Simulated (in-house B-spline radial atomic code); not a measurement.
How numerical settings move a run on Sm⁺, [Xe] 4f6 6s1. Computed with a B-spline radial code for spherical atoms: Dirac-Kohn-Sham LDA VWN5, spherical fractional occupations, Fermi nucleus of rms radius 5.0819 fm.

Command:
```bash
python run_scf.py task.json out
```
Settings of the sound reference run:
```
Z                62
electrons        61
configuration    [Xe] 4f6 6s1
hamiltonian      dirac
method           lda,vwn
spin_polarised   False
nucleus          fermi
rms_radius       5.0819
mass_number      152
atomic_mass      151.9197
speed_of_light   137.036
knot_spacing     0.22
spline_order     8
gauss_points     12
box_radius       35.29
max_iterations   70
damping          0.5
damped_steps     3
diis_vectors     10
tolerance        1e-08
start            Thomas-Fermi
```

Cost of the run: 2.5 s on 1 thread of Arm Neoverse N1 (shared host).

It converges in 11 iterations to -10426.394439 hartree, with 4f7/2 at -8.60257 eV. The other runs change the listed settings, some to values that make no sense; their results aren't properties of the atom or ion. Radii are in bohr (the nuclear one in fm), a minus after a letter asks for a j subshell, and «unchanged» means within 1e-8 hartree. The run stops when the residual is below 10 × tolerance × max(1, Z/10), or a noise floor if that is larger, and the energy moves by less than 1e-8 × √|E| hartree; so very loose and very tight tolerances often act alike.

| changed settings | outcome |
| --- | --- |
| max_iterations = 2 | not converged after 2 iterations, last residual 9.5e-01, last energy +2.25e+01 hartree from the reference |
| box_radius = 17.64, max_iterations = 60, damped_steps = 0 | converged in 10 iterations, energy +1.10e-08 hartree from the reference, 4f7/2 level +1.1e-05 eV (the program warns: 6s1/2 reaches the box edge) |
| max_iterations = 5 | not converged after 5 iterations, last residual 3.7e-02, last energy +2.66e-02 hartree from the reference |
| max_iterations = 3 | not converged after 3 iterations, last residual 1.4e-01, last energy +6.76e-01 hartree from the reference |
| tolerance = 1e-06 | converged in 9 iterations, energy unchanged, 4f7/2 level +1.5e-03 eV |
| knot_spacing = 1.4, max_iterations = 12, diis_vectors = 20 | converged in 10 iterations, energy +8.20e+02 hartree from the reference, 4f7/2 level -2.0e+02 eV (the program warns: 2s1/2 reaches the box edge; 2p1/2 reaches the box edge) |
| max_iterations = 12 | converged in 11 iterations, energy unchanged |
| start = bare nucleus | converged in 13 iterations, energy unchanged, 4f7/2 level +1.6e-05 eV |
| max_iterations = 8 | not converged after 8 iterations, last residual 9.4e-05, last energy +2.15e-07 hartree from the reference |

**Question.** What happens with electrons = 62, configuration = [Xe] 4f6 6s1 2f1, max_iterations = 75?

**Answer.** Stopped with error: there is no 2f shell.

**Question.** What happens with max_iterations = 100, tolerance = 0.001, start = bare nucleus?

**Answer.** Converged in 12 iterations, energy unchanged, 4f7/2 level +4.5e-04 eV.

**Question.** What happens with first_knot = 0.0484, max_iterations = 100, damped_steps = 8, start = bare nucleus?

**Answer.** Converged in 15 iterations, energy +3.96e+01 hartree from the reference, 4f7/2 level -3.8e-01 eV.

**Question.** What happens with electrons = 69, configuration = [Xe] 4f6 6s1 8s2 8p6, max_iterations = 100?

**Answer.** Converged in 12 iterations to -10425.5809 hartree, a different physical problem (warning: 4f7/2 has a positive eigenvalue: unbound, held by the box).
